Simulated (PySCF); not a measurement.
# Computed beside measured shifts

System: Di-p-tolylphosphine oxide (C14H15OP), SMILES Cc1ccc([PH](=O)c2ccc(C)cc2)cc1.

Atom-mapped SMILES (hydrogens are numbered by the atom that bears them): [CH3:1][c:2]1[cH:3][cH:4][c:5]([PH:6](=[O:7])[c:8]2[cH:9][cH:10][c:11]([CH3:12])[cH:13][cH:14]2)[cH:15][cH:16]1

Method: GIAO KT3/pcSseg-2, gas phase, PySCF SCF with an in-house response code, fitting set def2-universal-JFIT, grid level 2, non-relativistic, geometry: PBE0-D3(BJ)/def2-SVP.

One optimised conformer. Values are averaged over the atoms that symmetry or fast rotation interchanges, on this one geometry and without vibrational averaging. Shifts are the reference shielding less the shielding here, at the same level (13C, 1H against isolated TMS; 17O against isolated H2O; 31P against isolated H3PO4); nuclei without a reference have shieldings only.

(1) What shifts does this level give for P6, and how do they compare with measurement?

## Answers

(1) 
```csv
atom,nucleus,computed / ppm,measured / ppm,computed less measured,measured against,medium of the measurement
P6,31P,-9.9,21.7,-31.6,85 % H3PO4,CDCl3
```

Computed 19F and 31P shifts carry an offset from the reference molecule (CFCl3 is hard for DFT, lone H3PO4 or PH3 isn't the 85 % acid), so differences between compounds are more accurate than the values.

Measured values: supporting information or article, doi 10.1039/d3ob00211j.
